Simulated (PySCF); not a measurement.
[TaO3(OH)]2- (charge -2 and singlet state).
Bonds: Ta1–O2, Ta1–O3, Ta1–O4, Ta1–O5. Hydrogens: H6 on O5.

Theory: PBE0-D3(BJ)/def2-SVP geometry optimisation, gas phase, def2 core potentials past Kr in PySCF 2.14.0.

Problem. How far are the bound atoms from Ta1?

Solution. 4 atoms: O2 1.829 Å, O3 1.831 Å, O4 1.832 Å, O5 2.059 Å. The nearest atom not counted as bound is H6, at 2.50 Å.

Problem. List the angles at Ta1.

Solution. 
```json
{"angle": "O2–Ta1–O4", "degrees": "112.3", "distance of the outer atoms (Å)": "3.04"}
{"angle": "O2–Ta1–O3", "degrees": "112.2", "distance of the outer atoms (Å)": "3.04"}
{"angle": "O3–Ta1–O4", "degrees": "110.3", "distance of the outer atoms (Å)": "3.01"}
{"angle": "O2–Ta1–O5", "degrees": "108.5", "distance of the outer atoms (Å)": "3.16"}
{"angle": "O3–Ta1–O5", "degrees": "106.6", "distance of the outer atoms (Å)": "3.12"}
{"angle": "O4–Ta1–O5", "degrees": "106.6", "distance of the outer atoms (Å)": "3.12"}
```

Problem. What is the shape at Ta1?

Solution. Tetrahedral: angles from 106.6° to 112.3°; τ4 = (360° − α − β)/141° = 0.96 with α and β the two widest (0 for a square, 1 for a tetrahedron). The Ta–O distances aren't all alike: 1.829 to 2.059 Å.

Problem. What are the other bond lengths?

Solution. O5–H6 0.963 Å.

Problem. What are the rotational constants (commonest isotopes, rigid rotor)?

Solution. A = 3443, B = 3159, C = 3115 MHz: an asymmetric top.

Point group: Cs (every atom within 0.08 Å of its image). Charge -2, singlet. Whether so highly charged an anion holds all its electrons in the gas phase wasn't checked; a finite basis holds them in any case. No counter-ion or solvent screens the charge of this multiply charged ion. PBE0-D3(BJ)/def2-SVP frequencies: not computed here.

Time: 26 s of wall time. Hardware: an Arm Neoverse V1 with one thread (shared host). This is the geometry optimisation.
